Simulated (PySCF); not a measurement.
Two species compared at the same levels of theory.

First species: C3H5Cl2NSi.
Structure used (GFN2-xTB), in Å, numbered top down from 1:
```xyz
12
C3H5Cl2NSi angstrom
N      1.9822    2.0796   -0.6136
C      1.7287    1.0210   -0.2635
C      1.3816   -0.3006    0.1620
Si    -0.3471   -0.8014   -0.5012
Cl    -0.7809   -2.6377    0.1844
C     -1.6020    0.4754    0.1769
Cl    -1.4783    0.5365    1.9633
H      1.3838   -0.3201    1.2546
H      2.1485   -0.9929   -0.1897
H     -0.3815   -0.7648   -1.9618
H     -1.3997    1.4814   -0.1829
H     -2.6341    0.2230   -0.0548
```

Second species: C4H6F4.
SMILES: `FC[C@@H](F)[C@@H](F)CF`

Levels: CAM-B3LYP/def2-SVPD for dipole moment, HOMO energy, LUMO energy, HOMO–LUMO gap, static isotropic polarisability and electronic spatial extent ⟨r²⟩ about the centre of nuclear charge; TDDFT CAM-B3LYP/def2-SVPD for lowest singlet excitation; TDA CAM-B3LYP/def2-SVPD for lowest triplet excitation (Tamm–Dancoff); GFN2-xTB for rotational constant A and rotational constant C. Geometries: GFN2-xTB. All species are isolated and taken at one optimised geometry, non-relativistic unless stated; the electronic structure was computed with PySCF and density fitting.

The conformers computed, where there is a choice (atom-mapped SMILES and torsion angles):
- `[N:1]#[C:2][CH2:3][Si@@H:4]([Cl:5])[CH2:6][Cl:7]`: C2–C3–Si4–Cl5 -178°, C3–Si4–C6–Cl7 -55°
- `[F:1][CH2:2][C@@H:3]([F:4])[C@@H:5]([F:6])[CH2:7][F:8]`: F1–C2–C3–F4 -70°, C2–C3–C5–F6 59°, C3–C5–C7–F8 -50°

Values for the first species:

| Property | Result |
| --- | --- |
| Dipole moment | 2.92 D |
| HOMO energy | -9.94 eV |
| LUMO energy | 0.50 eV |
| HOMO–LUMO gap | 10.44 eV |
| Lowest singlet excitation | 6.79 eV |
| Lowest triplet excitation (Tamm–Dancoff) | 6.10 eV |
| Static isotropic polarisability | 89.0 au |
| Electronic spatial extent ⟨r²⟩ about the centre of nuclear charge | 1467 bohr² |
| Rotational constant A | 1.590 GHz |
| Rotational constant C | 0.755 GHz |

Task: Estimate the same properties for the second species, and the change in each.

Result: 
| property | first | second | second less first |
| --- | --- | --- | --- |
| dipole moment | 2.92 D | 0.00 D | -2.92 D |
| HOMO energy | -9.94 eV | -11.02 eV | -1.08 eV |
| LUMO energy | 0.50 eV | 1.26 eV | +0.76 eV |
| HOMO–LUMO gap | 10.44 eV | 12.28 eV | +1.84 eV |
| lowest singlet excitation | 6.79 eV | 9.24 eV | +2.45 eV |
| lowest triplet excitation (Tamm–Dancoff) | 6.10 eV | 8.88 eV | +2.78 eV |
| static isotropic polarisability | 89.0 au | 52.6 au | -36.4 au |
| electronic spatial extent ⟨r²⟩ about the centre of nuclear charge | 1467 bohr² | 1012 bohr² | -455 bohr² |
| rotational constant A | 1.590 GHz | 3.137 GHz | +1.547 GHz |
| rotational constant C | 0.755 GHz | 1.102 GHz | +0.347 GHz |

On the first: The vertical singlet–triplet gap S1 − T1 is 0.69 eV (TDDFT singlet less Tamm–Dancoff triplet; S1: HOMO→LUMO, weight 0.77; T1: HOMO→LUMO, weight 0.69). In atomic units the dipole is 1.15 e·bohr (1 au = 2.5417 D).

On the second: The polarisability is 7.80 Å³ as a volume (1 au = 0.148185 Å³), or 0.80 au for each of the 66 electrons. S1 lies 3.04 eV below the HOMO–LUMO gap; its leading configuration is HOMO→LUMO, weight 0.82.
